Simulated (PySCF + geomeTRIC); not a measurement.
A geometry relaxed with B3LYP-D3(BJ)/def2-TZVP in PySCF + geomeTRIC, charge 0, multiplicity 1:

```xyz
8

S      2.1042    -1.1783     0.4343
H     -0.5269     0.0010     2.1022
H      2.2189    -1.0701    -0.9008
S     -1.6181    -0.7713    -1.0620
H     -0.7638     2.5791    -0.5430
S      0.5304     2.2982    -0.3057
Sn     0.0393     0.0700     0.4897
H     -1.9798    -1.7884    -0.2595
```

Write the SMILES of this molecule.

`[SH][SnH]([SH])[SH]`
